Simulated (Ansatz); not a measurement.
Ansatz results at the PBE0-D4/def2-TZVP geometry: LUMO energy (PBE0/def2-TZVPP) -2.00 eV; LUMO energy (PBE/def2-TZVPP) -2.78 eV; HOMO energy (PBE/def2-TZVPP) -7.92 eV.

Task: Which molecule gave them?
A. `C[Se][Hf]([Cl])([Cl])[Cl]`
B. `CC[N](CC)[Hf]([OH])([Cl])[N](C)C`
C. `[F][Hf]([F])([SeH])[SeH]`
D. `[F][Hf]([Cl])([Cl])[Br]`

Result: D. The others give `C[Se][Hf]([Cl])([Cl])[Cl]`: -2.14, -2.94, -6.25; `CC[N](CC)[Hf]([OH])([Cl])[N](C)C`: 0.06, -0.85, -5.14; `[F][Hf]([F])([SeH])[SeH]`: -1.90, -2.67, -6.38.
